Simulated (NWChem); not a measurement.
Species: C3H4BrF; SMILES FC1(Br)CC1

Program: NWChem. Pople sets run with spherical d functions. All runs use the structure optimised with PBE0/def2-SVP. Level: M05-2X/6-31G* with COSMO at NWChem's default radii, gas-phase geometry; the question gives the dielectric constant.

**Question.** Estimate the computed values for dielectric constant 2.4. Quantities: electrostatic solvation energy (kcal/mol); dipole in solution (D).

**Answer.** 
```
Quantity                                   Value
-----------------------------------------  -----
electrostatic solvation energy (kcal/mol)   -1.8
dipole in solution (D)                      2.66
```
